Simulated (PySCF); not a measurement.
ClOTi, doublet, geometry from GFN2-xTB (such geometries of metal compounds can be far from the true shape) (the multiplicity is a formal guess), atoms displaced at random by about 0.08 Å a coordinate; B3LYP/6-31G, gradient (PySCF).

The PySCF input:
```python
from pyscf import gto, scf, dft

mol = gto.Mole()
mol.atom = '''
    Ti    0.464757   -0.025621    0.457534
    Cl   -0.671076    0.724027   -1.053037
    O     0.121746   -1.487938    1.058608
'''
mol.basis = '6-31g'
mol.charge = 0
mol.spin = 1
mol.verbose = 4
mol.build()

mf = dft.UKS(mol)
mf.xc = 'b3lyp'
mf.grids.level = 0
mf.kernel()
g = mf.nuc_grad_method()
g.grid_response = False
grad = g.kernel()
```

It wrote (shortened):

```
PySCF version 2.14.0

[INPUT] verbose = 4
[INPUT] num. atoms = 3
[INPUT] num. electrons = 47
[INPUT] charge = 0
[INPUT] spin (= nelec alpha-beta = 2S) = 1
[INPUT] symmetry False subgroup None
[INPUT] Mole.unit = angstrom
[INPUT] Symbol           X                Y                Z      unit          X                Y                Z       unit  Magmom
[INPUT]  1 Ti     0.464757000000  -0.025621000000   0.457534000000 AA    0.878263444474  -0.048416673037   0.864613952677 Bohr   0.0
[INPUT]  2 Cl    -0.671076000000   0.724027000000  -1.053037000000 AA   -1.268149848769   1.368212736790  -1.989951529034 Bohr   0.0
[INPUT]  3 O      0.121746000000  -1.487938000000   1.058608000000 AA    0.230066596761  -2.811795310333   2.000479193274 Bohr   0.0

nuclear repulsion = 177.689394901777
number of shells = 23
number of NR pGTOs = 158
number of NR cGTOs = 49
basis = 6-31g
ecp = {}

******** <class 'pyscf.dft.uks.UKS'> ********
method = UKS
initial guess = minao
damping factor = 0
level_shift factor = 0
DIIS = <class 'pyscf.scf.diis.CDIIS'>
diis_start_cycle = 1
diis_space = 8
diis_damp = 0
SCF conv_tol = 1e-09
SCF conv_tol_grad = None
SCF max_cycles = 50
direct_scf = True
direct_scf_tol = 1e-13
number electrons alpha = 24  beta = 23
XC library pyscf.dft.libxc version 7.1.2
    S. Lehtola, C. Steigemann, M. J. T. Oliveira, and M. A. L. Marques,  SoftwareX 7, 1–5 (2018)
XC functionals = b3lyp
    P. J. Stephens, F. J. Devlin, C. F. Chabalowski, and M. J. Frisch,  J. Phys. Chem. 98, 11623 (1994)
radial grids:
    Treutler-Ahlrichs [JCP 102, 346 (1995); DOI:10.1063/1.469408] (M4) radial grids

becke partition: Becke, JCP 88, 2547 (1988); DOI:10.1063/1.454033
pruning grids: <function nwchem_prune>
grids dens level: 0
symmetrized grids: False
atomic radii adjust function: <function treutler_atomic_radii_adjust>
small_rho_cutoff = 0
Set gradient conv threshold to 3.16228e-05
tot grids = 5136
init E= -1384.95241517535

cycle= 1 E= -1384.46146274724  delta_E= 0.491  |g|= 0.926  |ddm|= 1.54
cycle= 2 E= -1371.39459144805  delta_E= 13.1  |g|= 4.88  |ddm|= 2.85
cycle= 3 E= -1383.74693147507  delta_E= -12.4  |g|= 1.75  |ddm|= 2.29
cycle= 4 E= -1384.75347265831  delta_E= -1.01  |g|= 0.572  |ddm|= 0.719
cycle= 5 E= -1384.76754463375  delta_E= -0.0141  |g|= 0.561  |ddm|= 0.426
cycle= 6 E= -1384.87863886115  delta_E= -0.111  |g|= 0.165  |ddm|= 0.247
cycle= 7 E= -1384.88887815556  delta_E= -0.0102  |g|= 0.0444  |ddm|= 0.101
cycle= 8 E= -1384.89002112419  delta_E= -0.00114  |g|= 0.00739  |ddm|= 0.0481
cycle= 9 E= -1384.89023227194  delta_E= -0.000211  |g|= 0.0076  |ddm|= 0.0411
cycle= 10 E= -1384.89047708911  delta_E= -0.000245  |g|= 0.00258  |ddm|= 0.0824
cycle= 11 E= -1384.89048869796  delta_E= -1.16e-05  |g|= 0.000817  |ddm|= 0.0122
cycle= 12 E= -1384.89049151362  delta_E= -2.82e-06  |g|= 0.000377  |ddm|= 0.00908
cycle= 13 E= -1384.89049167361  delta_E= -1.6e-07  |g|= 7.95e-05  |ddm|= 0.00164
cycle= 14 E= -1384.89049168621  delta_E= -1.26e-08  |g|= 2.82e-05  |ddm|= 0.00036
cycle= 15 E= -1384.89049168908  delta_E= -2.86e-09  |g|= 1.21e-05  |ddm|= 0.000144
cycle= 16 E= -1384.89049169013  delta_E= -1.06e-09  |g|= 8.68e-06  |ddm|= 0.000115
cycle= 17 E= -1384.89049169127  delta_E= -1.14e-09  |g|= 7.75e-06  |ddm|= 0.000104
cycle= 18 E= -1384.89049169349  delta_E= -2.22e-09  |g|= 5.99e-06  |ddm|= 0.000199
cycle= 19 E= -1384.89049169649  delta_E= -3e-09  |g|= 3.8e-06  |ddm|= 0.000399
cycle= 20 E= -1384.89049169747  delta_E= -9.87e-10  |g|= 1.92e-06  |ddm|= 0.000271
Extra cycle  E= -1384.89049169748  delta_E= -5.91e-12  |g|= 5.2e-06  |ddm|= 9.97e-06
converged SCF energy = -1384.89049169748  <S^2> = 0.75590026  2S+1 = 2.0058916

******** <class 'pyscf.grad.uks.Gradients'> for <class 'pyscf.dft.uks.UKS'> ********
unit = Eh/Bohr
grid_response = False
--------------- UKS gradients ---------------
         x                y                z
0 Ti    -0.0682535002     0.0259326713    -0.0785872796
1 Cl     0.0628519641    -0.0382495604     0.0831708154
2 O     0.0058690160     0.0124625797    -0.0024845687
----------------------------------------------
```
